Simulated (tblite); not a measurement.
H$_{2}$Si, charge +1, doublet, geometry from GFN2-xTB (a state made from the parent by changing its charge; the spin is typed, not shown lowest); GFN1-xTB in tblite 0.6.0.

tblite was given this input:
```
$ tblite run mol.xyz --method gfn1 --charge 1 --spin 1 --grad --json tblite.json --no-restart

# file mol.xyz
3

Si    -0.00145387     0.07386784     0.00432301
H     -1.33576333    -0.54636664     0.01759822
H      1.35611754    -0.48778307    -0.07812031
```

Q: Write the output that tblite gives for this input, abridged.

A: 
```
xTB calculator
 | screened Coulomb repulsion
 | Coulomb electrostatics
 |  * isotropic Klopman-Ohno-Mataga-Nishimoto electrostatics
 |  * onsite third-order electrostatics
 | DFT-D3(BJ) dispersion correction

halogen bonding energy    0.0000000000000E+00 Eh
repulsion energy          1.6504086647864E-02 Eh
dispersion energy        -3.2449375696964E-04 Eh
number of electrons       5.0000000000000E+00 e
integral cutoff           2.8146159136829E+01 bohr

------------------------------------------------------------
  cycle        total energy    energy error   density error
------------------------------------------------------------
      1     -2.252002023865  -2.2681816E+00   4.8411489E-01
      2     -2.316931255614  -6.4929232E-02   1.6836674E-01
      3     -2.319607280851  -2.6760252E-03   2.2210815E-02
      4     -2.319873309007  -2.6602816E-04   1.1256839E-02
      5     -2.319869481029   3.8279783E-06   1.0327011E-02
      6     -2.319903798460  -3.4317431E-05   6.3076647E-04
      7     -2.319903941942  -1.4348269E-07   7.8998204E-06
------------------------------------------------------------

electronic energy        -2.3360835348332E+00 Eh
total energy             -2.3199039419423E+00 Eh

Post processing:
 | Mayer-Wiberg bond orders

[Info] Tight-binding results written to 'tblite.txt'
[Info] JSON dump of results written to 'tblite.json'
```
